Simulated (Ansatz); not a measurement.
NH2 (SMILES [NH2-]), charge -1, multiplicity 1, relaxed at each level with Ansatz (a quantum-chemistry and plane-wave program); harmonic frequencies from differences of analytic forces, average atomic masses, frozen cores.

Question: Give the equilibrium geometry, the harmonic frequencies and the zero-point energy at MP2/cc-pVTZ.

Answer: 
(charge -1, multiplicity 1):
```xyz
3

N     -0.0007     0.1554     0.0000
H     -0.7794    -0.5230     0.0000
H      0.7843    -0.5158     0.0000
```
Frequencies (cm⁻¹): 1548, 3260, 3337. Zero-point energy 11.64 kcal/mol.

Question: Give the equilibrium geometry, the harmonic frequencies and the zero-point energy at CCSD(T)/cc-pVQZ.

Answer: 
(charge -1, multiplicity 1):
```xyz
3

N     -0.001     0.149     0.000
H     -0.786    -0.520     0.000
H      0.791    -0.513     0.000
```
Frequencies (cm⁻¹): 1531, 3229, 3295. Zero-point energy 11.52 kcal/mol.
